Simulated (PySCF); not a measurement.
**How methods differ on the excitation energy of N²⁺**

N²⁺ [He] 2s2 2p1 (2P) → N²⁺ [He] 2s1 2p2 (4P), as a difference of total energies. Computed with PySCF 2.14 in aug-cc-pVDZ, with the non-relativistic Hamiltonian (point nucleus). Correlated levels: valence: 1s2 frozen. The calculations carry no spin-orbit coupling.

```csv
method,excitation energy (cm⁻¹)
UHF,41871
MP2 (valence),50439
SCS-MP2 (valence),53052
CCSD (valence),56207
CCSD(T) (valence),56327
CCSDT (valence),56365
FCI (valence),56365
```
